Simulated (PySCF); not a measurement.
Species: BiMe2H, C2H7Bi.
Structure used (PBE0-D3(BJ)/def2-SVP), in Å, numbered top down from 1:
```xyz
10
C2H7Bi angstrom
Bi    -0.3437   -0.6427    1.1977
C      1.5617   -0.6348   -0.0471
H      2.1615    0.2410    0.2369
H      1.3066   -0.5827   -1.1132
H      2.1352   -1.5496    0.1560
C     -1.2852    1.0448   -0.0043
H     -2.3767    1.0126    0.1158
H     -1.0255    0.9326   -1.0651
H     -0.9049    2.0039    0.3736
H     -1.1045   -1.9018    0.1541
```

Level of theory: PBE0-D3(BJ)/def2-SVP geometry optimisation, gas phase, def2 core potentials past Kr in PySCF 2.14.0.

Question: Which atoms are bound to Bi1, and at what distances?

Answer: 3 atoms: H10 1.804 Å, C6 2.276 Å, C2 2.276 Å. The nearest atom not counted as bound is H3, at 2.82 Å (others tie with it).

Question: List the angles at Bi1.

Answer: 
```csv
angle,degrees,distance of the outer atoms (Å)
C2–Bi1–C6,93.1,3.31
C2–Bi1–H10,92.2,2.96
C6–Bi1–H10,92.1,2.96
```

Question: What is the shape at Bi1?

Answer: Pyramidal: angles 93.1°, 92.2° and 92.1°, sum 277.5°, 1.15 Å off the plane of its three neighbours.

Question: What are the other bond lengths?

Answer: C2–H3 and 5 like bonds 1.098 Å.

Question: What are the rotational constants (commonest isotopes, rigid rotor)?

Answer: A = 6557, B = 5274, C = 3161 MHz: an asymmetric top.

Point group: near Cs, missed by 0.15 Å at most; the miss may be what the optimiser left on a soft mode. Charge 0, singlet. No frequency check.
